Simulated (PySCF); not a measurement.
# Shifts of the heteroatoms

Structure with atom numbers: `[CH3:1]/[CH:2]=[C:3](\[CH3:4])[C:5](=[O:6])[OH:7]`. Hydrogens are named by the atom that carries them.

Relativity neglected, one conformer, averaged over atoms made equivalent by symmetry, fast rotation or ring inversion, no solvent. Shieldings: GIAO PBE0/pcSseg-1; J couplings at B3LYP/pcJ-1 (without the spin–dipole term); structure optimised with PBE0-D3(BJ)/def2-SVP; PySCF.

Task: Predict the ¹⁷O NMR data.

Result: 
```
atoms           environment  σ (ppm)  δ (ppm)
   O6       carbonyl oxygen    -88.6    343.1
   O7  acid hydroxyl oxygen    138.8    140.2
```

Shieldings were converted by a linear fit to measured shifts: ¹⁷O (scatter 13.4 ppm rms, 14.2 ppm with the 1 outlier that the fit left out vs liquid water, solution or neat liquid). Occasional misses reach two or three times the rms, and more in compound classes unlike the fitted ones. Couplings are scaled by factors fitted to measured values: ²J(H,H) × 0.91 (rms 0.6 Hz), ³J(H,H) × 0.91 (rms 0.4 Hz, 0.5 with 2 outliers); all others are unscaled and can be 10–30 % off.

Couplings (the largest are listed; each averaged over equivalent pairs; quadrupolar broadening usually hides them): ¹J(C5,O7) = 31.1 Hz, ¹J(C5,O6) = 29.5 Hz, ²J(C3,O7) = -16.6 Hz, ²J(C3,O6) = -3.2 Hz, ³J(C2,O7) = -2.5 Hz, ³J(C2,O6) = -2.3 Hz, ³J(C4,O6) = -1.0 Hz.

On a 600 MHz spectrometer ¹⁷O resonates near 81.3 MHz, so 1 ppm is 81.3 Hz.

In solution the two oxygens of a carboxylic acid exchange roles by proton transfer and give one 17O line. Hydrogen bonding in solution shields acid and N–H amide carbonyl oxygens by tens of ppm.
